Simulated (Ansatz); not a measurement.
# Molecular dynamics of GaH$_{4}$N

input.yaml

```yaml
crystal:
  periodic: [false, false, false]
  atoms:
    - { symbol: Ga, position_ang: [0.0, 0.0, 0.019051] }
    - { symbol: "N", position_ang: [-2.0e-06, 2.0e-05, 1.829599] }
    - { symbol: H, position_ang: [-0.833681, -0.073841, 2.400161] }
    - { symbol: H, position_ang: [0.833682, 0.073825, 2.400161] }
    - { symbol: H, position_ang: [1.390555, 0.123181, -0.684487] }
    - { symbol: H, position_ang: [-1.390555, -0.123185, -0.684487] }
basis:
  gaussian: { orbitals: def2-SVP }
hamiltonian:
  xc: pbe0
  dispersion: d4
md:
  timestep: 4.0
  n_steps: 40
  ensemble: nvt_langevin
  temperature: 300.0
  initial_velocities: maxwell_boltzmann
  seed: 502116
  friction: 0.02
```

Launched with:

```bash
$ ansatz run input.yaml --threads 1 --pin off --max-ram 2048MiB --backend cpu --events-out ev --progress --plain --runs-dir out
```

It starts from a relaxed structure.

Output, in part (step lines, the closing report, with atoms numbered from 0):

```
md step     0: t =     0.00 fs  T =   250.0 K  F+E_penalty+E_count = -53916.75845409 eV  E_kin = 0.193890 eV  (24 SCF iters)
[... lines left out ...]
Total energy: -53902.05799904 eV, -1980.8640953375 hartree
Atom 0 at    -0.012708    -0.149483    -0.256380 Å, force    -0.324562     0.564198    -0.207020 eV/Å
Atom 1 at    -0.039838     0.754614     1.303550 Å, force    -0.050137     0.081714     0.342039 eV/Å
Atom 2 at   -17.248563    -2.313629    11.696135 Å, force     0.000748    -0.000050     0.000315 eV/Å
Atom 3 at    25.959325    -5.474663    29.966200 Å, force    -0.000750     0.000055    -0.000316 eV/Å
Atom 4 at     1.357267    -0.866019    -0.330859 Å, force     0.070050    -0.293003    -0.203213 eV/Å
Atom 5 at    -1.222964     0.240913    -1.197425 Å, force     0.304652    -0.352913     0.068194 eV/Å
Dipole moment:    -0.023835    -0.250740    -0.370329 e Å
```

The steps, from the saved trajectory:

```csv
time (fs),T (K),potential energy less start (eV)
0,250,0.000
4,3887,1.058
8,24080,9.089
12,51782,15.883
16,43431,16.472
20,39750,14.801
24,34079,14.637
28,28281,15.061
32,22462,15.439
36,18375,15.718
40,15507,15.868
44,13222,15.884
48,11505,15.779
52,9802,15.643
56,8535,15.313
60,7776,14.929
64,6573,14.673
68,5527,14.778
72,4204,15.226
76,3577,15.172
80,3313,14.849
84,3099,14.692
88,2530,14.828
92,1854,14.899
96,1518,14.990
100,1192,14.983
104,1004,14.908
108,992,14.842
112,922,14.688
116,600,14.713
120,793,14.726
124,651,14.810
128,688,14.764
132,618,14.708
136,593,14.688
140,458,14.729
144,365,14.753
148,305,14.775
152,331,14.730
156,304,14.705
160,277,14.701
```

The run went to its last step. The temperature shot up to 52000 K, far beyond the bath's, so the integration failed: the time step of 4 fs is too long for the fastest motions that this run met, and the later frames carry no physical meaning.

Parted: N2–H3 1.01 → 20.34 Å, N2–H4 1.01 → 39.20 Å. It ends as GaH2N + H + H. Pairs count as bonded within 1.25 times the sum of covalent radii (0.12 Å more for H–H).

Last frame:

```xyz
6
Properties=species:S:1:pos:R:3
Ga -0.013 -0.149 -0.256
N -0.040 0.755 1.304
H -17.249 -2.314 11.696
H 25.959 -5.475 29.966
H 1.357 -0.866 -0.331
H -1.223 0.241 -1.197
```

The run took 76 s on 1 thread of Intel(R) Xeon(R) Platinum 8259CL CPU @ 2.50GHz (Skylake/Cascade Lake), on a shared host, peak memory 0.15 GiB.
